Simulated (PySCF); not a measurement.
WOF3, SMILES [F][W+](=[O])([F])[F], charge +1, multiplicity 1.

Geometry optimised at B3LYP-D3(BJ)/def2-SVP. The multiplicity is an assumed one; other spin states were not compared. The isomer is the one that the SMILES or the coordinates give; other isomers of the formula were not compared. The def2 effective core potentials stand for the cores of W; spin–orbit coupling is left out.

All values below come from PBE/def2-TZVP run with PySCF.

Symmetry labels are those of the subgroup Cs that the program uses (full group C3v).

Computed valence orbital energies around the gap with their symmetry:
```json
[
 {"orbital": "HOMO−7", "symmetry": "A'", "energy (eV)": "-19.37"},
 {"orbital": "HOMO−6", "symmetry": "A'", "energy (eV)": "-18.51"},
 {"orbital": "HOMO−5", "symmetry": "A'", "energy (eV)": "-18.02"},
 {"orbital": "HOMO−4", "symmetry": "A\"", "energy (eV)": "-18.02"},
 {"orbital": "HOMO−3", "symmetry": "A\"", "energy (eV)": "-17.91"},
 {"orbital": "HOMO−2", "symmetry": "A'", "energy (eV)": "-16.94"},
 {"orbital": "HOMO−1", "symmetry": "A\"", "energy (eV)": "-16.50"},
 {"orbital": "HOMO", "symmetry": "A'", "energy (eV)": "-16.50"},
 {"orbital": "LUMO", "symmetry": "A\"", "energy (eV)": "-10.86"},
 {"orbital": "LUMO+1", "symmetry": "A'", "energy (eV)": "-10.86"},
 {"orbital": "LUMO+2", "symmetry": "A'", "energy (eV)": "-9.20"},
 {"orbital": "LUMO+3", "symmetry": "A\"", "energy (eV)": "-9.20"}
]
```
